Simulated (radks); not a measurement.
Q: Species: Te3+. Configuration: [Kr] 4d10 5p1 6p2 (not the ground configuration). All-electron calculation, non-relativistic Kohn-Sham, r2SCAN, spin-polarised, spherical densities, point nucleus; open shells are filled with parallel spins first (spin-orbit coupling, left out, can overturn this in heavy ions); meta-GGA in the generalised Kohn-Sham scheme; relativity is left out, which matters for an element this heavy. Program: a radial shooting solver on a logarithmic mesh with Libxc functionals. Some entries of the table are withheld. Estimate them.

orbital,occ.,eigenvalue (Ry),<1/r> (bohr^-1),r(max) (bohr)
1s up,1,-2241.272,51.46,0.01937
1s down,1,-2241.264,51.46,0.01937
2s up,1,-339.3442,11.81,0.1070
2s down,1,-339.3440,11.81,0.1070
2p up,3,-318.3744,11.80,0.08375
2p down,3,-318.3694,11.80,0.08375
3s up,1,-70.38488,4.303,0.3051
3s down,1,-70.38078,4.303,0.3051
3p up,3,-61.59455,4.219,0.2918
3p down,3,-61.58856,4.219,0.2918
3d up,5,-45.33523,4.077,0.2389
3d down,5,-45.32925,4.077,0.2389
4s up,1,-14.67902,1.732,0.7280
4s down,1,-14.66461,1.731,0.7284
4p up,3,-11.62277,1.629,0.7496
4p down,3,-11.60750,1.629,0.7500
4d up,5,-6.45169,1.389,0.8053
4d down,5,-6.42383,1.395,0.8052
5s up,0,(1),0.6849,(2)
5s down,0,(3),0.6906,(4)
5p up,1,-2.89442,(5),1.919
5p down,0,-2.69376,(6),1.928
5d up,0,-1.75704,0.4548,2.498
6p up,2,-1.29854,0.3045,4.202

A: 
(1) 5s up eigenvalue (Ry): -3.68233
(2) 5s up r(max) (bohr): 1.744
(3) 5s down eigenvalue (Ry): -3.48100
(4) 5s down r(max) (bohr): 1.733
(5) 5p up <1/r> (bohr^-1): 0.6091
(6) 5p down <1/r> (bohr^-1): 0.6068
